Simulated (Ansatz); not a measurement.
One change: `C[AsH]B1CC1` becomes `[CH3][GaH][B]1CC1`.

Ansatz, PBE0-D4/def2-TZVP geometries, multiplicity 1. Each molecule was computed in one conformer, which needn't be the lowest.

Scalar relativity is left out up to krypton.

```
                                        property  `C[AsH]B1CC1`
           LUMO energy (ωB97M-V/def2-TZVPP) / eV           0.69
           HOMO energy (ωB97M-V/def2-TZVPP) / eV          -8.94
         HOMO–LUMO gap (ωB97M-V/def2-TZVPP) / eV           9.63
               LUMO energy (PBE/def2-TZVPP) / eV          -2.17
             LUMO energy (B3LYP/def2-TZVPP) / eV          -1.44
size of the dipole moment (B3LYP/def2-TZVPP) / D           0.94
```

Task: What does the change do to each property? (Best estimate.)

Result: Ansatz gave: 
```
                                        property  `[CH3][GaH][B]1CC1`  shift
           LUMO energy (ωB97M-V/def2-TZVPP) / eV                 0.50  -0.19
           HOMO energy (ωB97M-V/def2-TZVPP) / eV                -9.25  -0.31
         HOMO–LUMO gap (ωB97M-V/def2-TZVPP) / eV                 9.75   0.12
               LUMO energy (PBE/def2-TZVPP) / eV                -2.42  -0.25
             LUMO energy (B3LYP/def2-TZVPP) / eV                -1.64  -0.20
size of the dipole moment (B3LYP/def2-TZVPP) / D                 0.77  -0.17
```

With PBE0 the HOMO falls by 0.28 eV and the LUMO falls by 0.20 eV, so the gap widens by about 0.08 eV. PBE moves the HOMO by -0.18 eV and ωB97M-V by -0.31 eV. Dipoles are sizes alone; their direction can turn.

B3LYP here is the variant with VWN-RPA as its local correlation; programs differ in this.
